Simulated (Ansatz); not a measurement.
Ansatz timings: C3H4AlF (SMILES C#[C][Al]([CH3])[F])

The species is C3H4AlF (9 atoms), meant as a singlet with charge 0. As SMILES, `C#[C][Al]([CH3])[F]`. Geometry: relaxed at PBE0-D4/def2-TZVP.

```xyz
9

C     0.2148    2.7699    0.3442
C     0.3055    1.6313   -0.0550
Al    0.4066   -0.1783   -0.6266
C    -0.4384   -1.6622    0.2741
F     1.2862   -0.4603   -1.9934
H     0.1392    3.7762    0.6904
H    -1.1596   -2.1569   -0.3836
H     0.2989   -2.4198    0.5557
H    -0.9646   -1.3461    1.1773
```

Program: Ansatz 0.2.0. Hardware: 1 thread of Intel Xeon Platinum 8488C (Sapphire Rapids), shared host, so times are rough. Ansatz fits the integrals of SCF and DFT runs by default. Its times include its search for lower SCF states.

Estimate their order by wall time, quickest first.
A. gradient at PBE/6-311+G**
B. gradient at HF/STO-3G
C. gradient at HF/def2-SVP

B (1.3 s), C (7.2 s), A (21 s).
